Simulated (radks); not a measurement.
Task: Radial electron density D(r) = 4 pi r^2 rho(r) of an atom or ion with 1 electrons. All-electron calculation, scalar-relativistic Kohn-Sham, r2SCAN, spin-polarised, spherical densities, finite nucleus; meta-GGA in the generalised Kohn-Sham scheme; Fermi nuclear charge, rms radius of each element as measured or else 0.836 A^(1/3) + 0.57 fm. Program: a radial shooting solver on a logarithmic mesh with Libxc functionals.

r (bohr),D(r) (e/bohr)
0.002183,0.2301
0.002403,0.2752
0.002624,0.3240
0.002888,0.3868
0.003179,0.4612
0.003472,0.5412
0.003821,0.6436
0.004207,0.7640
0.004593,0.8927
0.005056,1.056
0.005566,1.246
0.006078,1.448
0.00669,1.701
0.007364,1.993
0.008042,2.298
0.008852,2.675
0.009744,3.102
0.01064,3.541
0.01171,4.072
0.01289,4.661
0.01408,5.249
0.0155,5.942
0.01706,6.682
0.01863,7.393
0.0205,8.194
0.02257,9.003
0.02465,9.732
0.02713,10.49
0.02986,11.18
0.03261,11.71
0.0359,12.17
0.03951,12.45
0.04315,12.53
0.0475,12.39
0.05228,12.01
0.05709,11.45
0.06284,10.62
0.06917,9.592
0.07554,8.515
0.08315,7.251
0.09153,5.961
0.09995,4.815
0.11,3.663
0.1211,2.659
0.1322,1.896
0.1456,1.242
0.1602,0.7655
0.175,0.4628
0.1926,0.2490
0.212,0.1235
0.2315,0.06004
0.2548,0.02489
0.2805,0.009270
0.3063,0.003380
0.3372,0.0009936
0.3712,0.0002534

What is the nuclear charge?

Result: Z = 23. The innermost maximum, from 1s, lies near gamma/Z bohr with gamma = sqrt(1 - (Z/c)^2) = 0.986, here 0.0429 bohr (found: 0.0428), and its height grows with Z. The density is that of the vanadium ion V22+ in 1s1; the configuration itself is not fixed sharply by these data, and Z only to about a unit. D(r) has 1 maximum, at r = 0.0428 bohr.
